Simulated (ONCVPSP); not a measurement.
## Which change was made? (K, ONCV)

* Element: potassium
* Generator: ONCVPSP 4.0.1
* Type: optimised norm-conserving Vanderbilt (ONCV)
* Functional: PBE
* Relativity: scalar-relativistic
* Frozen core: [Ne]
* Valence charge: 9
* Reference configuration: 3s2 3p6 4s1
* Partial waves: 3s+4s: rc 2.25 bohr, ncon 4, nbas 8, qcut 5 1/bohr, 2 projectors; 3p: rc 1.30 bohr, ncon 4, nbas 8, qcut 6.8 1/bohr, 2 projectors, debl 1.5 Ha; d scattering state at 0.28 Ha: rc 2.10 bohr, ncon 4, nbas 8, qcut 5 1/bohr, 2 projectors, debl 3 Ha
* Local potential: polynomial inside 0.80 bohr (lpopt 5, dvloc0 -1 Ha)
* Core correction: Teter function, fcfact 4.5, rcfact 1.65

Cutoffs, loose and tight: the cutoffs (Ha) at which the residual kinetic energy of the hardest occupied pseudo-wave falls to 1 and 0.1 mHa per electron. They do not see the model core or the augmentation charge, which bear on the density cutoff. Test errors are all-electron minus pseudo excitation energies from the reference, over the configurations 3s2 3p6 4s0; 3s2 3p6 4s0.5; 3s2 3p6 4s0 4p1; 3s1 3p6 4s1; variants that change the core or the reference have their own tests.

The base gives: outcome: generated; cutoff, loose: 12 Ha; cutoff, tight: 37 Ha; bound ghosts: none; GHOST(+) flags above zero: s; largest test error (meV): -220.

(1) After one change the result is: outcome: generated; cutoff, loose: 18 Ha; cutoff, tight: 27 Ha; bound ghosts: none; GHOST(+) flags above zero: s; largest test error (meV): -222. Which change was it?
A. p: qcut 8.4
B. p: qcut 10.2
C. p: qcut 7.6

## Answers

(1) C. The others give: p: qcut 10.2 → outcome: generated; cutoff, loose: 26 Ha; cutoff, tight: 35 Ha; bound ghosts: none; GHOST(+) flags above zero: s; largest test error (meV): -226 | p: qcut 8.4 → outcome: generated; cutoff, loose: 21 Ha; cutoff, tight: 29 Ha; bound ghosts: none; GHOST(+) flags above zero: s; largest test error (meV): -223.
